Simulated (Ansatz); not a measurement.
Abridged output of a molecular run in Ansatz:

```
Functional definition: HF
  name "HF"
  cite "Fock, Z. Phys. 61, 126 (1930) doi:10.1007/BF01340294"
  parent pbe
  exchange = exact_x
  correlation = 0
1479 factors; integrals over basis functions are off by at most 1.3e-3 eV
mean field evaluation 1: about -36277.9371 eV, gradient 3.4e1 eV
mean field evaluation 2: about -36277.9500 eV, gradient 3.4e1 eV
mean field evaluation 4: about -36281.3135 eV, gradient 4.5e0 eV
mean field evaluation 8: about -36281.3719 eV, gradient 2.7e-4 eV
mean field -36281.37185216 eV, -1333.3158231699 hartree, gradient 1.8e-6 eV, S^2 0.000000; 0 other end points of the search recorded, 0 dependent functions left out
19 core orbitals not correlated: weight in the atoms' cores, before any rotation towards them, 1.000 or more for the frozen orbitals, at most 0.000 for the correlated occupied ones
reference -36281.37185216 eV, -1333.3158231699 hartree; 21, 21 occupied and 110, 110 virtual orbitals, 1479 factors
second order -25.05042207 eV of doubles, -0.00000000 eV of singles
cycle   1  -26.37739918 eV  change    -1.3e0 eV  update   1.0e-1
cycle   2  -26.97370808 eV  change   -6.0e-1 eV  update   3.0e-2
cycle   3  -27.09322150 eV  change   -1.2e-1 eV  update   1.5e-2
cycle   4  -27.09078722 eV  change    2.4e-3 eV  update   4.2e-3
cycle   5  -27.09001513 eV  change    7.7e-4 eV  update   2.1e-3
cycle   6  -27.08983893 eV  change    1.8e-4 eV  update   7.5e-4
cycle   7  -27.08961613 eV  change    2.2e-4 eV  update   2.5e-4
cycle   8  -27.08967571 eV  change   -6.0e-5 eV  update   6.8e-5
cycle   9  -27.08967549 eV  change    2.2e-7 eV  update   1.9e-5
perturbative correction -0.73080929 eV, -0.0268567459 hartree
Total energy: -36309.19233694 eV, -1334.3382071281 hartree
```

Its atoms:

Z-matrix (Å, degrees):
```
C
C 1 1.511
H 1 1.092 2 109.5
H 1 1.092 2 111.8 3 -119.4
H 1 1.092 2 111.8 3 119.4
N 2 1.450 1 115.3 3 180.0
H 2 1.101 1 109.1 3 -57.5
H 2 1.101 1 109.1 3 57.5
Al 6 1.761 2 130.4 1 -0.0
C 6 1.452 2 110.4 1 180.0
Cl 9 2.086 6 126.9 2 0.0
Cl 9 2.092 6 117.9 2 -180.0
H 10 1.098 6 111.0 2 59.7
H 10 1.098 6 111.0 2 -59.7
H 10 1.090 6 111.4 2 180.0
```

Q: Which basis set was used?
A. def2-TZVPP
B. def2-SVP
C. cc-pV(T+d)Z
D. def2-SVPD

A: B. It gives 150 functions.

Q: Write the keys of the input that set method, charge and spin (a neutral closed shell needs none for the last two).

A: 
```yaml
correlation: {method: ccsd_t}
```
